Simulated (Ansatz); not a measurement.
```yaml
crystal:
  periodic: [false, false, false]
  atoms:
    - {symbol: C, position_ang: [-1.446977, 0.153730, -1.150688]}
    - {symbol: Nb, position_ang: [0.148156, -0.083050, 0.310880]}
    - {symbol: N, position_ang: [-0.617974, -0.687049, 1.759212]}
    - {symbol: N, position_ang: [1.394262, -1.461758, -0.379885]}
    - {symbol: N, position_ang: [0.894143, 1.716351, 0.680561]}
    - {symbol: H, position_ang: [-1.037910, 0.533991, -2.095676]}
    - {symbol: H, position_ang: [-1.941170, -0.800289, -1.355405]}
    - {symbol: H, position_ang: [-2.203533, 0.861634, -0.800274]}
    - {symbol: H, position_ang: [-1.107501, -1.033067, 2.569352]}
    - {symbol: H, position_ang: [2.054761, -1.299826, -1.129134]}
    - {symbol: H, position_ang: [1.553256, -2.377411, 0.012429]}
    - {symbol: H, position_ang: [0.828569, 2.226036, 1.548608]}
    - {symbol: H, position_ang: [1.502520, 2.215908, 0.044820]}
basis:
  gaussian: {orbitals: def2-TZVP, final_grid: {core_spheres: 8, valence_spheres: 7, degree: 23}}
hamiltonian: {xc: {name: r2SCAN}}
```

```sh
$ ansatz run in.yaml --threads 4 --pin off --events-out ev --progress --plain --max-ram 11315MiB
```

It prints (some lines left out):

```
Functional definition: r2SCAN
1315 factors; their error is unknown
mean field evaluation 1: about -7158.3869 eV, gradient 1.3e2 eV
mean field evaluation 2: about -6975.4998 eV, gradient 3.0e2 eV
mean field evaluation 4: about -7185.0455 eV, gradient 5.3e1 eV
mean field evaluation 8: about -7190.9409 eV, gradient 9.4e-1 eV
mean field evaluation 16: about -7190.9205 eV, gradient 1.3e-3 eV
mean field -7190.92048702 eV, -264.2614537170 hartree, gradient 3.5e-5 eV, S^2 0.000000; 0 other end points of the search recorded, 0 dependent functions left out
reference -7190.92051817 eV, -264.2614548617 hartree; 24, 24 occupied and 188, 188 virtual orbitals, 1315 factors
Total energy: -7190.92051817 eV, -264.2614548617 hartree
```

Hardware: 4 threads of an Arm Neoverse V1 on a shared host. Wall time 2.7 s, peak host memory 0.25 GiB.
